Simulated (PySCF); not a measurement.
Cl2FGeH3Si, SMILES [GeH3][Si](Cl)(Cl)F.

Coordinates come from a B3LYP-D3(BJ)/def2-SVP optimisation. The structure was generated by enumeration, and PubChem lists no compound with its InChIKey, so it may never have been made.

Two levels are set side by side: PBE/def2-TZVP (PySCF) and B3LYP/def2-TZVP (PySCF). Same geometry, gas phase. Differences are taken from unrounded values.

| quantity | B3LYP |
|---|---|
| orbital gap (eV) | 7.81 |
| highest occupied level (eV) | -8.53 |
| lowest empty level (eV) | -0.73 |
| dipole moment (D) | 1.81 |
| mean polarisability (bohr³) | 80.0 |

Task: What does PBE give, and how far is it from B3LYP? (An estimate is asked for; the answer gives what the named calculation found.)

Result: 
```tsv
quantity	PBE	PBE minus B3LYP
orbital gap (eV)	6.14	-1.67
highest occupied level (eV)	-7.54	1.00
lowest empty level (eV)	-1.40	-0.67
dipole moment (D)	1.72	-0.09
mean polarisability (bohr³)	82.6	2.7
```

Without exact exchange PBE keeps part of each electron's self-repulsion, which lifts occupied levels and narrows the gap. Loosely held outer electrons make PBE densities more polarisable. Differences between two approximate levels are no errors against the true value.

Rough cost on one machine, each run with all the roots and properties that it gave: B3LYP against PBE within a factor of 2.
